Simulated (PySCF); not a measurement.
An unknown is described by computed data only.

Formula: C11H13; charge +1.

- 13C NMR: chemical shifts (computed TMS as zero) by class: 184.7 (1 C), 180.8 (1 C), 160.2 (1 C), 159.6 (1 C), 159.2 (1 C), 156.6 (1 C), 155.1 (1 C), 26.9 (1 C), 16.1 (1 C), 8.9 (2 C) ppm [GIAO HF/pcSseg-1]
- Triplet: lowest triplet excitation (Tamm–Dancoff): 3.33 eV [TDA wB97X-D/def2-SVPD]
- UV, strongest line: among the 10 lowest singlet transitions: S5 at 5.50 eV (225 nm, f = 0.271) [TDDFT wB97X-D/def2-SVPD]
- Couplings: largest of the computed one-bond spin–spin couplings (means over like bonds): 13C–1H +179.0 (×2), 13C–1H +176.6, 13C–1H +174.0, 13C–1H +173.7, 13C–1H +170.9 (×2), 13C–1H +170.3, 13C–1H +169.9, 13C–1H +168.9 Hz [B3LYP/pcJ-1, spin–dipole term left out]
- Polarisability: 125.7 au [wB97X-D/def2-SVPD]
- Rotational structure: rotational constants A, B, C: 1.879, 0.885, 0.633 GHz [PBE0-D3(BJ)/def2-SVP]
- 1H NMR: chemical shifts (computed TMS as zero) by class: 9.07 (1 H), 9.07 (1 H), 9.06 (1 H), 9.03 (1 H), 8.86 (1 H), 3.31 (3 H), 1.90 (1 H), 1.86 (2 H), 1.16 (2 H) ppm [GIAO HF/pcSseg-1]
- UV, first state: lowest singlet excitation: 4.35 eV (285 nm, f = 0.108) [TDDFT wB97X-D/def2-SVPD]

Electronic properties: PySCF, gas phase, density fitting. Levels stand in brackets. NMR shifts are as computed; neighbouring signals can stand in another order in a measured spectrum. One conformer (not necessarily the lowest) at the PBE0-D3(BJ)/def2-SVP geometry, without solvent, vibrations or thermal averaging. Each NMR value is the plain mean over a class of atoms that symmetry, rotation or inversion makes alike.

Q: Propose a structure and show how it fits.

A: Numbering: `[CH3:1][c:2]1[cH:3][cH:4][cH:5][cH:6][cH:7][c+:8]1[CH:9]1[CH2:10][CH2:11]1`. 11 carbons fall into 10 classes; from least to most shielded: substituted aromatic carbon [C8] (184.7 ppm), substituted aromatic carbon [C2] (180.8 ppm), aromatic CH carbon [C6] (160.2 ppm), aromatic CH carbon [C4] (159.6 ppm), aromatic CH carbon [C3] (159.2 ppm), aromatic CH carbon [C5] (156.6 ppm), aromatic CH carbon [C7] (155.1 ppm), benzylic-type carbon [C1] (26.9 ppm), three-membered-ring carbon [C9] (16.1 ppm), three-membered-ring carbon [C10/C11] (8.9 ppm, 2 C, up to 4.5 ppm apart in this geometry). Hydrogen classes from least to most shielded: 1 H on an aromatic CH carbon, C6 (9.07 ppm), 1 H on an aromatic CH carbon, C4 (9.07 ppm), 1 H on an aromatic CH carbon, C3 (9.06 ppm), 1 H on an aromatic CH carbon, C5 (9.03 ppm), 1 H on an aromatic CH carbon, C7 (8.86 ppm), 3 H on a benzylic-type carbon, C1 (3.31 ppm), 1 H on a three-membered-ring carbon, C9 (1.90 ppm), 2 H on 2 three-membered-ring carbons, C10/C11 (1.86 ppm), 2 H on 2 three-membered-ring carbons, C10/C11 (1.16 ppm, a mean of values up to 1.3 ppm apart in this geometry). The couplings run between: +179.0 Hz, three-membered-ring carbon [C10] and its hydrogen (with 1 like pair); +176.6 Hz, aromatic CH carbon [C5] and its hydrogen; +174.0 Hz, aromatic CH carbon [C4] and its hydrogen; +173.7 Hz, aromatic CH carbon [C6] and its hydrogen; +170.9 Hz, three-membered-ring carbon [C10] and its hydrogen (with 1 like pair); +170.3 Hz, three-membered-ring carbon [C9] and its hydrogen; +169.9 Hz, aromatic CH carbon [C3] and its hydrogen; +168.9 Hz, aromatic CH carbon [C7] and its hydrogen. S1 is mainly HOMO→LUMO (weight 0.77); the largest Löwdin shares of the orbital it empties are 0.20 on a three-membered-ring carbon, 0.18 on a three-membered-ring carbon, 0.09 on a substituted aromatic carbon and 0.08 on a substituted aromatic carbon, of the orbital it fills 0.19 on an aromatic CH carbon, 0.17 on an aromatic CH carbon, 0.16 on a substituted aromatic carbon and 0.11 on an aromatic CH carbon. The optimised geometry has point group C1 and is an asymmetric top. Structure: `Cc1ccccc[c+]1C1CC1`. The assignments are read from this structure; whether some other isomer fits the data as well wasn't checked.

Conformer computed: `[CH3:1][c:2]1[cH:3][cH:4][cH:5][cH:6][cH:7][c+:8]1[CH:9]1[CH2:10][CH2:11]1`: C7–C8–C9–C10 17°.
